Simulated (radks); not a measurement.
Effect of the nuclear size on the cerium ion Ce+, [Xe] 4f1 5d2. Method: Dirac Kohn-Sham, LDA (Slater exchange, Perdew-Wang correlation), spin-unpolarised, spherical densities, finite nucleus; open shells are shared between the two j in proportion to 2j + 1; Fermi nuclear charge, rms radius 4.8771 fm; computed with a radial shooting solver on a logarithmic mesh with Libxc functionals. The rms radius is varied about that value; shifts are against it.

\begin{tabular}{lrrrrrrr}
rms radius (fm) & total energy shift (eV) & density at nucleus (e/bohr^3) & 1s1/2 shift (meV) & 2s1/2 shift (meV) & 5s1/2 shift (meV) & 5p1/2 shift (meV) & 6s1/2 (empty) shift (meV) \\ \hline
4.3504 & -2.13 & 3.905e+05 & -884 & -108 & -0.883 & 0.042 & -0.118 \\
4.4089 & -1.90 & 3.894e+05 & -790 & -96.5 & -0.789 & 0.038 & -0.106 \\
4.8771 & 0 & 3.814e+05 & 0.000 & 0.000 & 0.000 & 0.000 & 0.000 \\
5.1795 & 1.31 & 3.766e+05 & 544 & 66.4 & 0.543 & -0.026 & 0.073 \\
5.9744 & 5.04 & 3.656e+05 & 2090 & 256 & 2.09 & -0.100 & 0.280 \\
\end{tabular}

Slopes of the eigenvalues against <r^2> in GHz/fm^2, as finite differences over the two radii next to the reference (eigenvalue slopes, not the field-shift constants of lines): 1s1/2 43600, 2s1/2 5330, 5s1/2 43.6, 5p1/2 -2.09, 6s1/2 (empty) 5.84.
